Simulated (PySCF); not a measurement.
C₂H₆Se, charge +1, doublet, geometry from GFN2-xTB (a state made from the parent by changing its charge; the spin is typed, not shown lowest); PBE0/STO-3G (PySCF).

Input for PySCF:
```python
from pyscf import gto, scf, dft

mol = gto.M(
    atom='''
C     1.43646973   -0.33192309    0.77233591
Se    0.01776368    0.16430934   -0.42584659
C    -1.49741081   -0.23176581    0.68859745
H     1.39335021   -1.40350688    0.97191605
H     2.39274490   -0.08971693    0.31358720
H     1.33371012    0.20249750    1.71688143
H    -1.44849712   -1.26424698    1.03489391
H    -2.41075515   -0.07687321    0.11817061
H    -1.49887155    0.42746234    1.55773464
''',
    basis='sto-3g',
    charge=1,
    spin=1,
    verbose=4,
)

mf = dft.UKS(mol)
mf.xc = 'pbe0'
mf.diis = False
mf.max_cycle = 100
mf.kernel()
mf.analyze()
```

Q: Predict the main parts of the log of this PySCF run.

A: 
```
PySCF version 2.14.0

[INPUT] verbose = 4
[INPUT] num. atoms = 9
[INPUT] num. electrons = 51
[INPUT] charge = 1
[INPUT] spin (= nelec alpha-beta = 2S) = 1
[INPUT] symmetry False subgroup None
[INPUT] Mole.unit = angstrom
[INPUT] Symbol           X                Y                Z      unit          X                Y                Z       unit  Magmom
[...]
nuclear repulsion = 188.167032016226
number of shells = 20
number of NR pGTOs = 102
number of NR cGTOs = 34
basis = sto-3g
ecp = {}

******** <class 'pyscf.dft.uks.UKS'> ********
method = UKS
initial guess = minao
damping factor = 0
level_shift factor = 0
DIIS disabled
SCF conv_tol = 1e-09
SCF conv_tol_grad = None
SCF max_cycles = 100
direct_scf = True
direct_scf_tol = 1e-13
number electrons alpha = 26  beta = 25
XC library pyscf.dft.libxc version 7.1.2
    S. Lehtola, C. Steigemann, M. J. T. Oliveira, and M. A. L. Marques,  SoftwareX 7, 1–5 (2018)
XC functionals = pbe0
    C. Adamo and V. Barone,  J. Chem. Phys. 110, 6158 (1999)
    M. Ernzerhof and G. E. Scuseria,  J. Chem. Phys. 110, 5029 (1999)
radial grids:
    Treutler-Ahlrichs [JCP 102, 346 (1995); DOI:10.1063/1.469408] (M4) radial grids

becke partition: Becke, JCP 88, 2547 (1988); DOI:10.1063/1.454033
pruning grids: <function nwchem_prune>
grids dens level: 3
symmetrized grids: False
atomic radii adjust function: <function treutler_atomic_radii_adjust>
small_rho_cutoff = 0
Set gradient conv threshold to 3.16228e-05
tot grids = 107512
init E= -2450.33711844414

cycle= 1 E= -2453.14477656777  delta_E= -2.81  |g|= 0.237  |ddm|= 2.44
cycle= 2 E= -2453.17499722007  delta_E= -0.0302  |g|= 0.194  |ddm|= 0.798
cycle= 3 E= -2453.17963226487  delta_E= -0.00464  |g|= 0.191  |ddm|= 0.653
cycle= 4 E= -2453.18036960285  delta_E= -0.000737  |g|= 0.197  |ddm|= 0.597
cycle= 5 E= -2453.1804595831  delta_E= -9e-05  |g|= 0.198  |ddm|= 0.587
cycle= 6 E= -2453.18007257847  delta_E= 0.000387  |g|= 0.202  |ddm|= 0.584
cycle= 7 E= -2453.18008495993  delta_E= -1.24e-05  |g|= 0.201  |ddm|= 0.584
cycle= 8 E= -2453.17964992288  delta_E= 0.000435  |g|= 0.204  |ddm|= 0.586
cycle= 9 E= -2453.17967702647  delta_E= -2.71e-05  |g|= 0.203  |ddm|= 0.587
cycle= 10 E= -2453.17923099901  delta_E= 0.000446  |g|= 0.206  |ddm|= 0.589
cycle= 11 E= -2453.17926148582  delta_E= -3.05e-05  |g|= 0.204  |ddm|= 0.592
cycle= 12 E= -2453.17880524739  delta_E= 0.000456  |g|= 0.207  |ddm|= 0.594
cycle= 13 E= -2453.17883592721  delta_E= -3.07e-05  |g|= 0.206  |ddm|= 0.596
[...]
SCF not converged.
Total Energy =                       -2453.133848546404806
[...]
spin_pop of  0 C 1s        0.00000
spin_pop of  0 C 2s       -0.00472
spin_pop of  0 C 2px      -0.01213
spin_pop of  0 C 2py      -0.00144
spin_pop of  0 C 2pz      -0.01111
spin_pop of  1 Se 1s        0.00000
spin_pop of  1 Se 2s        0.00000
spin_pop of  1 Se 3s        0.00000
spin_pop of  1 Se 4s        0.01105
spin_pop of  1 Se 2px       0.00000
spin_pop of  1 Se 2py       0.00000
spin_pop of  1 Se 2pz       0.00000
spin_pop of  1 Se 3px       0.00001
spin_pop of  1 Se 3py       0.00053
spin_pop of  1 Se 3pz       0.00008
spin_pop of  1 Se 4px       0.02457
spin_pop of  1 Se 4py       0.81240
spin_pop of  1 Se 4pz       0.13163
spin_pop of  1 Se 3dxy     -0.00001
spin_pop of  1 Se 3dyz     -0.00001
spin_pop of  1 Se 3dz^2    -0.00000
spin_pop of  1 Se 3dxz     -0.00008
spin_pop of  1 Se 3dx2-y2   -0.00004
spin_pop of  2 C 1s        0.00000
spin_pop of  2 C 2s       -0.00472
spin_pop of  2 C 2px      -0.01362
spin_pop of  2 C 2py      -0.00068
spin_pop of  2 C 2pz      -0.01039
spin_pop of  3 H 1s        0.02121
spin_pop of  4 H 1s        0.00045
spin_pop of  5 H 1s        0.01767
spin_pop of  6 H 1s        0.01767
spin_pop of  7 H 1s        0.00045
spin_pop of  8 H 1s        0.02121
 ** Mulliken Spin Density (per atom)  **
spin density of  0 C =     -0.02940
spin density of  1 Se =      0.98015
spin density of  2 C =     -0.02940
spin density of  3 H =      0.02121
spin density of  4 H =      0.00045
spin density of  5 H =      0.01767
spin density of  6 H =      0.01767
spin density of  7 H =      0.00045
spin density of  8 H =      0.02121
 ** Mulliken pop alpha/beta on meta-lowdin orthogonal AOs **
 ** Mulliken pop       alpha | beta **
[...]
In total            26.00000 | 25.00000
 ** Mulliken atomic charges   ( Nelec_alpha | Nelec_beta ) **
charge of  0C =     -0.60290  (     3.28675      3.31615 )
charge of  1Se =      1.10501  (    16.93757     15.95742 )
charge of  2C =     -0.60341  (     3.28700      3.31640 )
charge of  3H =      0.17727  (     0.42197      0.40076 )
charge of  4H =      0.19770  (     0.40137      0.40092 )
charge of  5H =      0.17554  (     0.42106      0.40339 )
charge of  6H =      0.17564  (     0.42102      0.40335 )
charge of  7H =      0.19779  (     0.40133      0.40088 )
charge of  8H =      0.17736  (     0.42193      0.40072 )

WARN: System has nonzero charge 1; the dipole moment is origin-dependent.
Location of origin: [0. 0. 0.]

Dipole moment(X, Y, Z, Debye):  0.00443,  0.02800, -0.07268
```

The run did not converge; its last values are not results.
